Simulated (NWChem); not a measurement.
1,1,1,3,3-pentafluoropropane (C3H3F5); SMILES C(F)(F)CC(F)(F)F

```xyz
11

F     -0.7477    -2.5168    -0.2016
C     -0.1003    -1.4031     0.2558
F      1.2394    -1.5834     0.0731
C     -0.5851    -0.1969    -0.5342
C     -0.0264     1.1280    -0.0491
F      1.3077     1.2157    -0.2236
F     -0.5981     2.1581    -0.7129
F     -0.2775     1.3042     1.2750
H     -0.2934    -1.3042     1.3485
H     -0.3132    -0.3340    -1.5990
H     -1.6886    -0.1461    -0.4615
```
Atoms are numbered in this order, from 1.

Program: NWChem. Pople sets run with spherical d functions. Structure relaxed at the PBE-D3(BJ)/def2-SVP level. Atomic charges in e: unrestrained fits to the electrostatic potential beside Mulliken populations; buried atoms are poorly determined by the fit.

For level Hartree-Fock/6-31G*:

```yaml
Mulliken F1: -0.44
Mulliken C2: 0.75
Mulliken F3: -0.43
Mulliken C4: -0.58
Mulliken C5: 1.30
```

Q: How do the values read with level B3LYP/def2-SVP instead?

A: 
| Property | Result |
|---|---|
| Mulliken F1 | -0.22 |
| Mulliken C2 | 0.42 |
| Mulliken F3 | -0.22 |
| Mulliken C4 | -0.07 |
| Mulliken C5 | 0.48 |
